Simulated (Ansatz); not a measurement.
Co(NH2)2 (CoN2H4), relaxed as a doublet with UKS PBE0-D4/def2-TZVP in Ansatz, starting from the PBE0-D4/def2-TZVP geometry of the neutral quartet. Force threshold 0.02 eV/Å.

The charge 0 doublet is spin-contaminated (final ⟨S²⟩ up to 1.45, 0.75 for a pure state). At PBE0-D4/def2-TZVP a quartet of charge 0 lies 0.71 eV below the doublet, each at its own geometry.

Start:

```xyz
7

Co   -0.0015   -0.0041   -0.0019
N    -0.7032    0.9125   -1.4045
H    -1.6490    1.2590   -1.4687
H    -0.2077    1.1722   -2.2448
N     0.7005   -0.9183    1.4021
H     0.2101   -1.1695    2.2476
H     1.6508   -1.2517    1.4702
```

```
        step  energy (eV)  largest force component (eV/Å)  SCF passes
           1  -40663.7448                           0.666         109
2 (rejected)  -40663.7378                           0.386          71
           3  -40663.7579                           0.275          57
           4  -40663.7610                           0.180          65
           5  -40663.7621                           0.194          63
           6  -40663.7632                           0.006          68
```

Force components are those of the run's own axes.

End:

```
atom   x (Å)   y (Å)   z (Å)
 Co1   0.004   0.013   0.006
  N2  -0.690   0.900  -1.380
  H3  -1.640   1.240  -1.452
  H4  -0.202   1.154  -2.228
  N5   0.693  -0.894   1.383
  H6   0.198  -1.165   2.222
  H7   1.637  -1.248   1.448
```

By distances, no bond broke or formed. The bond that changes most is Co1–N2, from 1.82 to 1.79 Å (atoms count from 1).

No frequencies were taken in this run, so the end may be a saddle point.

It took 15 s on 2 threads of Intel Xeon 6975P-C on a shared host.
